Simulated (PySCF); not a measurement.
# Spin-orbit coupling and the third ionisation energy along the 5d series

Two-component X2C-1e calculated with PySCF 2.14: MP2 on generalised Hartree-Fock spinors (GMP2), with spin-orbit coupling off and on (screened by Boettger's factors); no Breit or QED terms. Values in eV; the references (NIST) lie between the lowest levels. Elements whose determinants are no pure J levels are left out.

| element | configurations | spin-free | with spin-orbit | shift | reference |
| --- | --- | --- | --- | --- | --- |
| Hf (x2c-TZVPPall-2c, [Kr] 4d10 4f14 frozen) | [Xe] 4f14 5d2 → [Xe] 4f14 5d1 | 21.881 | 22.013 | 0.132 | 22.55 ± 0.04 (t) |
| Ir (x2c-QZVPPall-2c, [Kr] 4d10 4f14 frozen) | [Xe] 4f14 5d7 → [Xe] 4f14 5d6 | 28.924 | 29.035 | 0.110 | 28 ± 1.6 (t) |
| Au (x2c-QZVPPall-2c, [Kr] 4d10 4f14 frozen) | [Xe] 4f14 5d9 → [Xe] 4f14 5d8 | 32.705 | 32.138 | -0.567 | 30 ± 1.6 (t) |
| Hg (x2c-QZVPPall-2c, [Kr] 4d10 4f14 frozen) | [Xe] 4f14 5d10 → [Xe] 4f14 5d9 | 35.282 | 34.464 | -0.818 | 34.49 ± 0.05 |

Problem. Estimate the missing row, Pt (x2c-QZVPPall-2c, [Kr] 4d10 4f14 frozen).

Solution. The calculation gives spin-free 30.800; with spin-orbit 30.425; shift -0.374. The reference value is 29 ± 1.6 (t).

The largest shift is at Hg, -0.818 eV, where spin-orbit coupling lowers the species with fewer electrons by more than the one with more (starting occupations closed and 5d3/2^4 5d5/2^5).

What remains against the references is mostly the basis and correlation beyond MP2. References marked (s) are semi-empirical, (t) theoretical.
